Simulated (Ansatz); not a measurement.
Harmonic frequencies (cm⁻¹) at PBE0-D4/def2-TZVP from Ansatz: 175, 177, 186, 187, 203, 354, 510, 562, 618, 690, 702, 726, 1534, 3553, 3667.

Each molecule was computed in one conformer, which needn't be the lowest.

Q: Which molecule is it?
A. `[NH2][Nb]([F])([F])=[S]`
B. `[NH2][Nb]([F])(=[S])[Cl]`
C. `[O]=[Nb]([OH])([F])[Cl]`
D. `[NH]=[Nb]([Cl])([Cl])[Cl]`

A: A.
